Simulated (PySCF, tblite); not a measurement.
Species: C₅H₈O₂S.
SMILES with atom numbers: `[CH:1]#[C:2][CH2:3][CH2:4][S:5]([CH3:6])(=[O:7])=[O:8]` (hydrogens: H9 on C1; H10, H11 on C3; H12, H13 on C4; H14, H15, H16 on C6)

Computed with GFN2-xTB (tblite), gas phase: nudged elastic band of 9 images (0 to 8), spring 0.2 eV/Å², climbing image at the end, force threshold 0.05 eV/Å. The top image wasn't refined or checked by frequencies; at this threshold it can lie a kcal/mol or more above the true saddle point of the method.

Path: rotation about C3–C4 (propargylic carbon, sp3 carbon bound to sulfur), followed by the dihedral C2–C3–C4–S5.

Image 0 (start, dihedral 180°):
```
atom  x, y, z in Å
C1      3.677   -0.657   -0.264
C2      2.642   -0.058   -0.261
C3      1.371    0.638   -0.257
C4      0.199   -0.327   -0.155
S5     -1.307    0.695   -0.162
C6     -2.668   -0.504   -0.040
O7     -1.308    1.510    1.022
O8     -1.399    1.362   -1.431
H9      4.596   -1.163   -0.268
H10     1.268    1.222   -1.175
H11     1.332    1.329    0.590
H12     0.213   -0.887    0.775
H13     0.148   -0.995   -1.010
H14    -2.555   -1.052    0.887
H15    -3.597    0.052   -0.039
H16    -2.620   -1.157   -0.901
```

Image 8 (end, +0.045 eV, dihedral -73°):
```
atom  x, y, z in Å
C1      2.960   -0.113   -1.408
C2      2.264    0.167   -0.476
C3      1.441    0.475    0.676
C4      0.149   -0.329    0.660
S5     -0.927    0.374   -0.636
C6     -2.530   -0.438   -0.338
O7     -1.078    1.779   -0.372
O8     -0.461   -0.023   -1.933
H9      3.550   -0.337   -2.245
H10     1.182    1.538    0.657
H11     2.009    0.268    1.589
H12    -0.396   -0.224    1.595
H13     0.315   -1.373    0.414
H14    -2.894   -0.130    0.633
H15    -3.211   -0.116   -1.116
H16    -2.380   -1.508   -0.389
```

**Question.** What do the inner images look like?

**Answer.** 
Image 1: +0.009 eV, dihedral -168°
```
atom  x, y, z in Å
C1      3.664   -0.656   -0.427
C2      2.635   -0.061   -0.287
C3      1.376    0.638   -0.128
C4      0.199   -0.322   -0.035
S5     -1.304    0.691   -0.214
C6     -2.666   -0.504   -0.086
O7     -1.383    1.594    0.900
O8     -1.310    1.258   -1.535
H9      4.575   -1.161   -0.551
H10     1.214    1.294   -0.988
H11     1.406    1.259    0.770
H12     0.150   -0.824    0.927
H13     0.200   -1.040   -0.851
H14    -2.594   -0.988    0.879
H15    -3.597    0.044   -0.168
H16    -2.572   -1.215   -0.895
```

Image 2: +0.034 eV, dihedral -154°
```
atom  x, y, z in Å
C1      3.616   -0.644   -0.605
C2      2.615   -0.055   -0.317
C3      1.386    0.639    0.008
C4      0.198   -0.312    0.096
S5     -1.287    0.678   -0.266
C6     -2.657   -0.508   -0.137
O7     -1.442    1.668    0.764
O8     -1.202    1.138   -1.624
H9      4.502   -1.146   -0.858
H10     1.172    1.371   -0.776
H11     1.501    1.179    0.950
H12     0.080   -0.747    1.083
H13     0.250   -1.086   -0.665
H14    -2.656   -0.910    0.867
H15    -3.578    0.027   -0.332
H16    -2.506   -1.283   -0.877
```

Image 3: +0.068 eV, dihedral -141°
```
atom  x, y, z in Å
C1      3.539   -0.616   -0.780
C2      2.580   -0.042   -0.354
C3      1.397    0.633    0.141
C4      0.194   -0.303    0.222
S5     -1.256    0.657   -0.320
C6     -2.640   -0.512   -0.189
O7     -1.472    1.728    0.614
O8     -1.078    1.007   -1.702
H9      4.389   -1.104   -1.154
H10     1.144    1.446   -0.547
H11     1.605    1.074    1.118
H12     0.000   -0.657    1.229
H13     0.288   -1.136   -0.468
H14    -2.714   -0.827    0.844
H15    -3.541    0.006   -0.492
H16    -2.444   -1.346   -0.849
```

Image 4: +0.095 eV, dihedral -127°
```
atom  x, y, z in Å
C1      3.439   -0.570   -0.943
C2      2.529   -0.020   -0.396
C3      1.410    0.621    0.264
C4      0.188   -0.294    0.340
S5     -1.212    0.628   -0.376
C6     -2.617   -0.515   -0.239
O7     -1.471    1.773    0.454
O8     -0.944    0.865   -1.767
H9      4.243   -1.036   -1.430
H10     1.128    1.513   -0.306
H11     1.713    0.946    1.262
H12    -0.085   -0.554    1.358
H13     0.314   -1.188   -0.264
H14    -2.764   -0.739    0.809
H15    -3.489   -0.017   -0.645
H16    -2.388   -1.404   -0.811
```

Image 5 (top): +0.101 eV, dihedral -113°
```
atom  x, y, z in Å
C1      3.317   -0.507   -1.093
C2      2.462    0.011   -0.437
C3      1.421    0.603    0.378
C4      0.179   -0.286    0.450
S5     -1.154    0.592   -0.431
C6     -2.588   -0.516   -0.286
O7     -1.441    1.802    0.289
O8     -0.803    0.712   -1.817
H9      4.070   -0.943   -1.680
H10     1.125    1.562   -0.059
H11     1.817    0.799    1.377
H12    -0.168   -0.443    1.466
H13     0.326   -1.234   -0.058
H14    -2.806   -0.646    0.765
H15    -3.422   -0.043   -0.788
H16    -2.341   -1.454   -0.765
```

Image 6: +0.084 eV, dihedral -99°
```
atom  x, y, z in Å
C1      3.175   -0.427   -1.229
C2      2.382    0.049   -0.471
C3      1.431    0.577    0.486
C4      0.168   -0.278    0.554
S5     -1.084    0.546   -0.483
C6     -2.553   -0.514   -0.332
O7     -1.381    1.819    0.117
O8     -0.652    0.541   -1.851
H9      3.866   -0.820   -1.914
H10     1.137    1.588    0.188
H11     1.912    0.639    1.466
H12    -0.247   -0.326    1.556
H13     0.323   -1.273    0.149
H14    -2.841   -0.543    0.710
H15    -3.342   -0.072   -0.927
H16    -2.302   -1.497   -0.709
```

Image 7: +0.059 eV, dihedral -84°
```
atom  x, y, z in Å
C1      3.015   -0.325   -1.353
C2      2.295    0.089   -0.493
C3      1.443    0.542    0.590
C4      0.155   -0.269    0.653
S5     -1.004    0.492   -0.532
C6     -2.514   -0.510   -0.375
O7     -1.293    1.821   -0.066
O8     -0.499    0.347   -1.867
H9      3.634   -0.662   -2.130
H10     1.171    1.589    0.429
H11     1.995    0.469    1.531
H12    -0.319   -0.206    1.629
H13     0.302   -1.302    0.354
H14    -2.871   -0.428    0.642
H15    -3.248   -0.107   -1.062
H16    -2.272   -1.531   -0.640
```

The largest changes of bonds and angles from start to top: C3–C4 1.521 → 1.529 Å, C4–S5 1.820 → 1.823 Å, C4–C3–H11 108.8 → 110.9°, S5–C4–H12 107.6 → 106.7°, C4–C3–H10 108.8 → 107.9°. GFN2-xTB torsional profiles can miss by a kcal/mol or more and can put conformers in the wrong order.

**Question.** What do single points at PBE0/pcSseg-1 (PySCF, no dispersion term) give on some images?

**Answer.** 
```
image  GFN2-xTB E (eV)  DFT E (eV)  HOMO (eV)  LUMO (eV)  dipole (D)
    0            0.000       0.000      -8.05       0.70        4.24
    2            0.034       0.053      -8.04       0.71        4.28
    5            0.101       0.164      -7.95       0.70        4.47
    6            0.084       0.152      -7.86       0.68        4.53
    8            0.045       0.138      -7.66       0.64        4.58
```

Energies count from image 0 at each level. At the GFN2-xTB top the DFT energy is 3.8 kcal/mol against 2.3; the geometries weren't optimised at the DFT level.

The cost below is that of the whole band run. Hardware: an AMD EPYC 9R45 with one thread, no GPU, shared host. Cost: 2.4 s of wall time, 0.19 GiB resident at most.
